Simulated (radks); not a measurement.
Q: Radial electron density D(r) = 4 pi r^2 rho(r) of an atom or ion with 11 electrons. Calculated with a radial shooting solver on a logarithmic mesh with Libxc functionals: Dirac Kohn-Sham, BLYP, spin-unpolarised, spherical densities, finite nucleus; Fermi nuclear charge, rms radius of each element as measured or else 0.836 A^(1/3) + 0.57 fm.

```
   r/bohr * D(r) (the largest magnitude, 20.6, reaches the edge; | marks zero)
 0.002797 |*
 0.003129 |*
   0.0035 |*
 0.003946 | *
 0.004413 | *
 0.004936 |  *
 0.005521 |  *
 0.006176 |   *
 0.006963 |    *
 0.007788 |     *
 0.008711 |      *
 0.009744 |        *
   0.0109 |         *
  0.01229 |            *
  0.01374 |              *
  0.01537 |                 *
   0.0172 |                    *
  0.01939 |                       *
  0.02169 |                           *
  0.02426 |                               *
  0.02713 |                                   *
  0.03035 |                                       *
  0.03421 |                                           *
  0.03827 |                                               *
   0.0428 |                                                  *
  0.04788 |                                                    *
  0.05355 |                                                      *
  0.06038 |                                                      *
  0.06753 |                                                     *
  0.07554 |                                                   *
  0.08449 |                                                 *
   0.0945 |                                              *
   0.1066 |                                          *
   0.1192 |                                        *
   0.1333 |                                      *
   0.1491 |                                      *
   0.1668 |                                       *
    0.188 |                                         *
   0.2103 |                                            *
   0.2352 |                                               *
   0.2631 |                                                 *
   0.2943 |                                                 *
   0.3318 |                                               *
   0.3712 |                                          *
   0.4151 |                                    *
   0.4643 |                            *
   0.5194 |                     *
   0.5856 |               *
    0.655 |          *
   0.7326 |        *
   0.8195 |       *
   0.9239 |      *
    1.033 |      *
    1.156 |     *
    1.293 |    *
    1.446 |  *
     1.63 | *
    1.824 |*
     2.04 *
    2.282 *
    2.552 *
    2.877 *
    3.218 *
      3.6 *
```

What is the nuclear charge?

A: Z = 18. The innermost maximum, from 1s, lies near gamma/Z bohr with gamma = sqrt(1 - (Z/c)^2) = 0.991, here 0.0551 bohr (found: 0.0589), and its height grows with Z. The density is that of the argon ion Ar7+ in [He] 2s1 2p6 3s2; the configuration itself is not fixed sharply by these data, and Z only to about a unit. D(r) has 2 maxima, at r = 0.0589, 0.281 bohr, and minima at 0.144 bohr, inside which lie 2.19 electrons.
